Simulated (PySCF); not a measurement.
BBr₂, SMILES Br[B-]Br (connectivity only; charge and spin as stated), charge -1, multiplicity 1. Atoms are numbered in the order given.

```xyz
3

B      0.0000     0.0000    -1.2262
Br     0.0000     1.6762     0.0876
Br     0.0000    -1.6762     0.0876
```
Charge -1, spin multiplicity 1.

Geometry optimised at B3LYP-D3(BJ)/def2-SVPD.

All values below come from ωB97X/def2-TZVPD (PySCF).

Symmetry labels are those of the subgroup C2v that the program uses (full group C2v).

Computed valence orbital energies around the gap with their symmetry:
| orbital | symmetry | energy (eV) |
|---|---|---|
| HOMO−7 | B2 | -18.88 |
| HOMO−6 | A1 | -10.39 |
| HOMO−5 | B2 | -7.24 |
| HOMO−4 | A1 | -6.73 |
| HOMO−3 | B1 | -6.57 |
| HOMO−2 | A2 | -5.76 |
| HOMO−1 | B2 | -5.26 |
| HOMO | A1 | -2.92 |
| LUMO | A1 | 4.43 |
| LUMO+1 | B2 | 4.56 |
| LUMO+2 | B1 | 5.20 |
| LUMO+3 | A1 | 5.28 |
